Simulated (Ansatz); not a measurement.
`F[C@@H]1O[C@H]1F` + `FCF` → `FC(F)[C@H]1O[C@H]1F` + H–F at 700 K and 1 bar (formal exchange of groups at a C–F bond).

Calculated with Ansatz (gas phase, PBE0-D4/def2-TZVP geometries, no zero-point term in ΔE). CBS: MP2 limit from def2 TZ/QZ plus the TZ coupled-cluster correction, frozen cores. This one scheme is used for every species. One conformer a species, not always the lowest.

| species | CCSD(T)/CBS energy (Eh) | H − E (kJ/mol) | S (J/(mol·K)) |
| --- | --- | --- | --- |
| `F[C@@H]1O[C@H]1F` | -352.00556 | 162.7 | 355.5 |
| `FCF` | -238.82660 | 120.2 | 293.9 |
| `FC(F)[C@H]1O[C@H]1F` | -490.45409 | 240.5 | 447.1 |
| H–F | -100.39570 | 45.2 | 198.5 |

H − E and S are ideal-gas, rigid-rotor, harmonic terms from PBE0-D4/def2-TZVP, for one conformer and one mirror image of each species. 1 Eh = 2625.50 kJ/mol, R = 8.31446 J/(mol·K).

Task: By hand: ΔE, ΔH, ΔS and ΔG.

Result: ΔE = (-490.45409) + (-100.39570) − (-352.00556) − (-238.82660) = -0.01763 Eh = -46.3 kJ/mol. Δ(H − E) = 240.5 + 45.2 − 162.7 − 120.2 = 2.8, so ΔH = -43.5 kJ/mol. ΔS = 447.1 + 198.5 − 355.5 − 293.9 = -3.8 J/(mol·K). ΔG = -43.5 − 700 × (-3.8)/1000 = -40.8 kJ/mol.

Task: By hand: the equilibrium constant, and the temperature at which ΔG would vanish if ΔH and ΔS stayed fixed.

Result: log₁₀ K = −ΔG/(RT ln 10) = 3.0. ΔG = 0 at ΔH/ΔS = 11447 K, far beyond where these terms or the molecules hold.

The number of gas molecules stays the same, so ΔS is small and ΔH decides. A doubt of 5 kJ/mol in ΔE shifts log₁₀ K by 0.4 here. Other conformers and mirror images would add mixing entropy, several J/(mol·K) or more a flexible species. These are equilibria of isolated gas molecules and say nothing of rates. Largest T1 diagnostic: 0.013 (customary marks: 0.02 for closed shells, 0.045 for open ones).
